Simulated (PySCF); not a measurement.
**Fe⁺ (iron, charge +1) across methods**

[Ar] 3d6 4s1, high-spin 6D determinant. Computed with PySCF 2.14 in x2c-TZVPPall with one added diffuse shell each of s, p, d, f type (7s6p5d3f1g, 80 functions), with scalar relativity by spin-free X2C-1e.

| method | E (hartree) | mean ε 3d α (eV) | mean ε 3d β (eV) | mean ε 4s α (eV) | Σ⟨r²⟩ (bohr²) | ⟨S²⟩ |
| --- | --- | --- | --- | --- | --- | --- |
| UHF | -1271.10147 | -26.623 | -21.017 | -15.420 | 25.14 | 8.753 |
| r2SCAN | -1272.290 | -17.862 | -13.846 | -13.391 | 24.96 | 8.751 |
| TPSSh | -1272.329 | -18.365 | -14.809 | -13.305 | 25.08 | 8.751 |
| PBE0 | -1272.101 | -19.873 | -15.839 | -13.773 | 25.04 | 8.751 |
| wB97X-V | -1272.168 | -22.189 | -18.455 | -15.652 | 25.16 | 8.751 |
| BHandHLYP | -1272.298 | -22.178 | -17.920 | -14.331 | 25.00 | 8.753 |
| LDA | -1269.758 | -17.703 | -13.815 | -13.335 | 25.10 | 8.751 |
| PBE | -1272.077 | -17.448 | -13.816 | -13.089 | 25.19 | 8.751 |

**Question.** Estimate the same row for HSE06.

**Answer.** E (hartree) = -1272.120; mean ε 3d α (eV) = -19.436; mean ε 3d β (eV) = -15.448; mean ε 4s α (eV) = -13.454; Σ⟨r²⟩ (bohr²) = 25.05; ⟨S²⟩ = 8.751.
